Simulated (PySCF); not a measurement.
A structure optimised at PBE-D3(BJ)/def2-SVP, used in a PySCF frequency run:

```xyz
11

O      2.0216    -0.0640     0.7036
C      0.8546    -0.0474     0.3981
C     -0.3068    -0.9310     0.9201
C     -1.3926    -0.6512    -0.1600
Si    -0.4009     0.8339    -0.8675
H     -0.0054    -1.9918     1.0610
H     -0.6006    -0.5467     1.9230
H     -2.4052    -0.4487     0.2364
H     -1.4702    -1.4768    -0.8954
H     -0.8844     2.1870    -0.4102
H     -0.1259     0.8923    -2.3486
```

Write its SMILES and formula.

O=C1CC[SiH2]1, C₃H₆OSi

What are its rotational constants (standard atomic weights)?

6.2165, 3.6608, 2.4634 GHz
